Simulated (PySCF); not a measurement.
Se(Me)(OSiH3) (CH6OSeSi), SMILES C[Se]O[SiH3].

Geometry: TPSSh-D3(BJ)/def2-SVP. The structure was generated by enumeration, and PubChem lists no compound with its InChIKey, so it may never have been made. One conformer was computed; it need not be the lowest.

Method: TPSSh-D3(BJ)/def2-SVP (PySCF).

Frequencies are harmonic and unscaled.

```tsv
mode	ν (cm⁻¹)	IR (km/mol)	Raman (Å⁴/amu)	depolarisation	moving atoms (share of kinetic energy)
1	75	1.2	0.6	0.58	C 31 %, H 28 %, O 19 %, Si 16 %
2	130	0.7	0.1	0.70	H 64 %, Si 18 %, O 9 %, Se 9 %
3	139	0.1	0.4	0.71	H 85 %, C 11 %
4	157	0.4	0.1	0.15	H 47 %, Si 23 %, O 16 %, Se 14 %
5	234	3.5	2.4	0.70	O 43 %, H 27 %, C 18 %, Se 12 %
6	544	11.0	21.9	0.35	O 53 %, Se 18 %, H 17 %, Si 12 %
7	593	3.2	16.4	0.27	C 69 %, H 16 %, Se 15 %
8	712	40.8	15.7	0.73	H 84 %, Si 9 %
9	731	63.4	9.5	0.20	H 73 %, O 17 %, Si 10 %
10	866	201.8	1.9	0.72	O 51 %, H 22 %, Si 19 %
11	904	25.1	4.1	0.60	H 63 %, O 17 %, C 15 %
12	912	27.8	4.9	0.73	H 80 %, C 12 %
13	951	77.2	22.9	0.75	H 96 %
14	961	131.9	18.2	0.73	H 95 %
15	996	239.1	16.0	0.75	H 93 %
16	1294	2.8	0.6	0.59	H 85 %, C 15 %
17	1439	7.3	18.8	0.74	H 95 %
18	1467	11.7	11.8	0.73	H 95 %
19	2244	106.7	85.5	0.20	H 97 %
20	2258	114.2	135.1	0.19	H 97 %
21	2277	139.6	199.3	0.28	H 97 %
22	3044	10.1	153.4	0.02	H 98 %
23	3156	2.9	86.0	0.75	H 90 %, C 10 %
24	3173	1.9	63.8	0.74	H 90 %, C 10 %
```
